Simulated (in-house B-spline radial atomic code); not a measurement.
Radial electron density of Sr³⁺, [Ar] 3d10 4s2 4p5. Level of theory: scalar-relativistic (X2C) r2SCAN0, spin-polarised, spherical fractional occupations, Fermi nucleus of rms radius 4.224 fm; calculated with a B-spline radial code for spherical atoms.

Caution: exact exchange at fractional occupations of open shells leaves self-interaction of up to several eV.

One-electron X2C: radii and densities carry no picture-change correction, so inner-shell <1/r> comes out high (for 1s by about 2 % at Z = 33, 5 % at 54, 10 % at 75, 30 % at 118) and <r> low.

Columns: r (bohr), 4πr²n(r) (electrons per bohr), bar.

```
  0.0014    1.399 #
 0.00171    1.958 #
 0.00207     2.69 ##
 0.00252    3.709 ###
 0.00307    5.086 ####
 0.00373     6.89 #####
 0.00454    9.266 #######
 0.00552    12.29 #########
 0.00672    16.09 ############
 0.00817    20.64 ################
 0.00994    25.92 ####################
  0.0121     31.7 ########################
  0.0147    37.45 #############################
  0.0179    42.61 #################################
  0.0218    46.29 ###################################
  0.0265    47.72 #####################################
  0.0322    46.67 ####################################
  0.0392    43.69 #################################
  0.0477    40.48 ###############################
   0.058    39.42 ##############################
  0.0705    42.27 ################################
  0.0858    48.73 #####################################
   0.104    55.31 ##########################################
   0.127    57.44 ############################################
   0.154    52.25 ########################################
   0.188    42.05 ################################
   0.229    34.27 ##########################
   0.278    34.08 ##########################
   0.338    39.15 ##############################
   0.411    41.44 ################################
     0.5    35.58 ###########################
   0.609    24.03 ##################
    0.74    13.77 ###########
   0.901    8.561 #######
     1.1     7.26 ######
    1.33    6.529 #####
    1.62    4.736 ####
    1.97    2.535 ##
     2.4   0.9445 #
    2.92   0.2361 
    3.55  0.03725 
    4.32 0.003388 
    5.25 0.0001627
```

On this grid the curve has 3 maxima, near 0.0265, 0.127, 0.411 bohr.

The 4s up radial function P(r) = rR(r), positive near the nucleus:

```
r (bohr)          P
0.000526    0.01717
0.000779    0.02417
 0.00115    0.03378
 0.00171    0.04722
 0.00252     0.0649
 0.00373    0.08823
 0.00552     0.1172
 0.00817     0.1503
  0.0121     0.1817
  0.0179     0.1985
  0.0265     0.1783
  0.0392    0.09294
   0.058    -0.0699
  0.0858    -0.2584
   0.127    -0.3185
   0.188   -0.07938
   0.278      0.359
   0.411     0.4883
   0.609   -0.05629
   0.901     -0.806
    1.33     -0.967
    1.97    -0.5175
    2.92    -0.1178
    4.32  -0.008561
```
